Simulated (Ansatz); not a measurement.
`C[N]=[Nb]([Cl])([Cl])[Cl]`, charge 0, multiplicity 1.

(1) Give a relaxed structure at PBE0-D4/def2-TZVP (Ansatz). (Best estimate.)

Answers

(1) The calculation gave: 
Cartesian coordinates in Å:
```
C 1.3167 -0.5900 -0.7777
N 0.1776 -0.0781 -0.1063
Nb -1.2065 0.5411 0.7121
Cl -2.8052 -1.0931 0.5843
Cl -1.8071 2.4484 -0.4036
Cl -0.5416 0.9534 2.8640
H 1.6734 -1.4980 -0.2825
H 1.0692 -0.8327 -1.8154
H 2.1235 0.1489 -0.7751
```
Point group C3v.
This is one stationary point; other conformers may exist.
